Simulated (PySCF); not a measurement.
Sn(Br)(NH2) (BrH2NSn), SMILES [NH2][Sn][Br] (connectivity only; charge and spin as stated), neutral, multiplicity 1.

Geometry optimised at B3LYP-D3(BJ)/def2-SVP. The def2 effective core potentials stand for the cores of Sn; spin–orbit coupling is left out. The values are those of a single conformer.

Level of theory: PBE0/def2-TZVPD (PySCF).

Symmetry labels are those of the subgroup Cs that the program uses (full group Cs).

### Question
List the valence orbital energies around the gap with their symmetry. (The exact figures need the calculation; the answer reports its results.)

### Answer

| orbital | symmetry | energy (eV) |
|---|---|---|
| HOMO−7 | A' | -20.48 |
| HOMO−6 | A' | -13.63 |
| HOMO−5 | A' | -13.52 |
| HOMO−4 | A' | -9.77 |
| HOMO−3 | A" | -8.25 |
| HOMO−2 | A' | -8.05 |
| HOMO−1 | A" | -7.55 |
| HOMO | A' | -7.47 |
| LUMO | A" | -2.33 |
| LUMO+1 | A' | -0.98 |
| LUMO+2 | A' | -0.15 |
| LUMO+3 | A' | 0.35 |
